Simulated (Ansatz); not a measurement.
Relaxation of C2H5AlBClO (11 atoms, charge 0, multiplicity 1), to a largest force component of 0.02 eV/Å in at most 50 steps.

Method: RKS B3LYP/def2-SVP (Ansatz).

```xyz
11
Properties=species:S:1:pos:R:3
Al 0.719 -1.900 -0.227
C -0.429 -0.235 -0.656
B 0.370 1.125 -0.530
C -0.635 1.308 0.607
Cl 0.008 1.364 2.223
O -1.310 0.076 0.382
H 1.542 -1.909 1.119
H 0.622 -3.121 -1.191
H -0.959 -0.281 -1.584
H 1.557 1.380 -0.548
H -1.421 2.135 0.426
```

Q: Where does it end, and by what steps?

A: The run converged. After 26 steps the energy has fallen by 1.961 eV; Cl5 moved furthest, 2.33 Å. Parted: C4–Cl5. Joined: Al1–Cl5, B3–Cl5.

```json
{"step": "0", "energy less start (eV)": "0.0000", "largest force component (eV/Å)": "3.076", "accepted": "yes"}
{"step": "1", "energy less start (eV)": "-0.6580", "largest force component (eV/Å)": "1.241", "accepted": "yes"}
{"step": "2", "energy less start (eV)": "-0.7732", "largest force component (eV/Å)": "0.471", "accepted": "yes"}
{"step": "3", "energy less start (eV)": "-0.7978", "largest force component (eV/Å)": "0.474", "accepted": "yes"}
{"step": "4", "energy less start (eV)": "-0.8256", "largest force component (eV/Å)": "0.303", "accepted": "yes"}
{"step": "5", "energy less start (eV)": "-0.8369", "largest force component (eV/Å)": "0.145", "accepted": "yes"}
{"step": "6", "energy less start (eV)": "-0.8461", "largest force component (eV/Å)": "0.098", "accepted": "yes"}
{"step": "7", "energy less start (eV)": "-0.8524", "largest force component (eV/Å)": "0.126", "accepted": "yes"}
{"step": "8", "energy less start (eV)": "-0.8629", "largest force component (eV/Å)": "0.268", "accepted": "yes"}
{"step": "9", "energy less start (eV)": "-0.8773", "largest force component (eV/Å)": "0.429", "accepted": "yes"}
{"step": "10", "energy less start (eV)": "-0.8989", "largest force component (eV/Å)": "0.494", "accepted": "yes"}
{"step": "11", "energy less start (eV)": "-0.9341", "largest force component (eV/Å)": "0.493", "accepted": "yes"}
{"step": "12", "energy less start (eV)": "-0.9629", "largest force component (eV/Å)": "0.357", "accepted": "yes"}
{"step": "13", "energy less start (eV)": "-1.0041", "largest force component (eV/Å)": "0.299", "accepted": "yes"}
{"step": "14", "energy less start (eV)": "-1.0556", "largest force component (eV/Å)": "0.365", "accepted": "yes"}
{"step": "15", "energy less start (eV)": "-1.1514", "largest force component (eV/Å)": "0.592", "accepted": "yes"}
{"step": "16", "energy less start (eV)": "-1.2987", "largest force component (eV/Å)": "0.748", "accepted": "yes"}
{"step": "17", "energy less start (eV)": "-1.4914", "largest force component (eV/Å)": "0.602", "accepted": "yes"}
{"step": "18", "energy less start (eV)": "-1.7099", "largest force component (eV/Å)": "0.409", "accepted": "yes"}
{"step": "19", "energy less start (eV)": "-1.8242", "largest force component (eV/Å)": "0.455", "accepted": "yes"}
{"step": "20", "energy less start (eV)": "-1.8812", "largest force component (eV/Å)": "0.366", "accepted": "yes"}
{"step": "21", "energy less start (eV)": "-1.9175", "largest force component (eV/Å)": "0.405", "accepted": "yes"}
{"step": "22", "energy less start (eV)": "-1.9382", "largest force component (eV/Å)": "0.323", "accepted": "yes"}
{"step": "23", "energy less start (eV)": "-1.9549", "largest force component (eV/Å)": "0.178", "accepted": "yes"}
{"step": "24", "energy less start (eV)": "-1.9599", "largest force component (eV/Å)": "0.134", "accepted": "yes"}
{"step": "25", "energy less start (eV)": "-1.9607", "largest force component (eV/Å)": "0.075", "accepted": "yes"}
{"step": "26", "energy less start (eV)": "-1.9611", "largest force component (eV/Å)": "0.018", "accepted": "yes"}
```

```xyz
11
Properties=species:S:1:pos:R:3
Al 0.604 -1.668 0.252
C -0.424 -0.271 -0.775
B 0.418 1.066 -0.308
C -0.958 1.325 0.486
Cl 1.750 0.437 0.993
O -1.600 0.333 0.020
H -0.041 -2.262 1.575
H 1.687 -2.435 -0.614
H -0.779 -0.413 -1.804
H 0.882 1.895 -1.051
H -1.473 1.935 1.247
```

Run time: 120 s on 2 threads of Arm Neoverse V1, with other jobs on the host, peak memory 0.29 GiB.
